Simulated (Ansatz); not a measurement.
Bend profile

BH2TeO (SMILES B[Te][O]), doublet, at its PBE0-D4/def2-TZVP minimum:

```
atom    x (Å)    y (Å)    z (Å)
  B1  -0.2842   0.7383  -0.0366
 Te2  -0.5167  -1.3829   0.0910
  O3   1.2510  -1.9386   0.0854
  H4  -1.2706   1.4074  -0.0543
  H5   0.8205   1.1758  -0.0855
```

The angle H5–B1–H4 (124.2° at the minimum) is set to the values below, H5, with anything bonded beyond it, turning rigidly in the plane of the angle. Each method's energies count from its own value at the PBE0-D4 minimum structure. Program: Ansatz 0.2.0. Basis: def2-TZVPP. Cores are frozen in the correlated methods; orbitals are unrestricted. Filled d shells of the heavier atoms are correlated. Core potentials replace the inner electrons of the atoms past krypton. The def2 sets are not built for correlating such inner shells, so the correlated values are less sure here.

CCSD(T) energies along the scan:
```json
{"angle (°)": "106.2", "CCSD(T) (kJ/mol)": "17.7"}
{"angle (°)": "110.7", "CCSD(T) (kJ/mol)": "9.8"}
{"angle (°)": "115.2", "CCSD(T) (kJ/mol)": "4.2"}
{"angle (°)": "119.7", "CCSD(T) (kJ/mol)": "1.0"}
{"angle (°)": "124.2", "CCSD(T) (kJ/mol)": "0.0"}
{"angle (°)": "128.7", "CCSD(T) (kJ/mol)": "1.3"}
{"angle (°)": "133.2", "CCSD(T) (kJ/mol)": "4.9"}
{"angle (°)": "137.7", "CCSD(T) (kJ/mol)": "10.8"}
{"angle (°)": "142.2", "CCSD(T) (kJ/mol)": "19.0"}
```
They count from the CCSD(T) energy at the PBE0-D4 minimum.

Minimum and curvature along this coordinate at CCSD(T): A fifth-order fit through the nearest points gives 123.9°, with a curvature of about 1.2 meV/deg².

Largest difference from the CCSD(T) curve over the scan: PBE-D4 3.0; PBE0-D4 1.5; wB97M-V 0.9 kJ/mol. Each curve counts from its own value at the minimum.

T1 diagnostic: at most 0.045. ⟨S²⟩ of the unrestricted Hartree–Fock references: 0.77 to 0.78 (a pure state has 0.75).

For scale, one of the runs: CCSD(T)/def2-TZVPP, 140 basis functions (an equivalent command: `ansatz run in.yaml --threads 2`). Time: 67 s of wall clock on 2 CPU threads; the host was shared. Peak host memory: 2.5 GiB.
